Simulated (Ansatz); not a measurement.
Relaxation of BClF₃ (5 atoms, charge 0, multiplicity 2), to a largest force component of 0.03 eV/Å in at most 50 steps.

The calculation used UKS PBE/def2-SVP in Ansatz.

```xyz
5
Properties=species:S:1:pos:R:3
B 0.000 0.000 -0.069
Cl 0.000 0.000 1.753
F 1.146 0.000 -0.716
F -1.146 0.000 -0.716
F 0.000 0.000 4.447
```

Problem. Where does it end, and by what steps?

Solution. The forces met the threshold. After 29 steps the energy has fallen by 2.252 eV; F5 moved furthest, 2.54 Å. Parted: B1–Cl2 (1.82 → 2.86 Å). Joined: B1–F5 (4.52 → 1.34 Å).

```tsv
step	energy less start (eV)	largest force component (eV/Å)	accepted
0	0.0000	1.154	yes
2	0.0298	1.332	no
4	-0.0710	0.100	yes
6	-0.0715	0.045	yes
8	-0.1152	0.236	yes
10	-0.2532	0.232	yes
12	-0.3437	0.837	yes
14	-0.4850	0.564	yes
16	-0.6491	0.433	yes
18	-1.0276	1.067	yes
20	-1.9382	1.910	yes
22	-2.1613	0.323	yes
24	-2.1724	1.628	no
26	-2.2331	0.194	yes
28	-2.2508	0.104	yes
29	-2.2525	0.018	yes
```

```xyz
5
Properties=species:S:1:pos:R:3
B 0.000 0.489 0.683
Cl 0.000 -2.071 1.958
F 1.148 0.444 0.028
F -1.148 0.444 0.028
F 0.000 0.693 2.003
```

Time of the run: 87 s on 2 threads of Arm Neoverse V1, with other jobs on the host, peak memory 0.16 GiB.
